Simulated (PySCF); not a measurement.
O$_{3}$ (SMILES O=[O+][O-]), singlet, at a GFN2-xTB geometry.

PySCF was given this input:
```python
from pyscf import gto, scf, dft

mol = gto.M(
    atom='''
O    -0.06945708    1.07326302   -0.18881454
O     0.00362457   -0.00592030    0.40975419
O     0.06583251   -1.06734272   -0.22093965
''',
    basis='sto-3g',
    verbose=4,
    symmetry=True,
)

mf = dft.RKS(mol)
mf.xc = 'pbe'
mf.kernel()
mf.analyze()
```

Problem. What does this run give for the nuclear repulsion energy, number of basis functions, HOMO energy, HOMO-LUMO gap?

Solution. 
The nuclear repulsion energy is 70.5795 Eh and the number of basis functions is 15. The HOMO energy is -2.55 eV. The HOMO-LUMO gap is 1.32 eV.
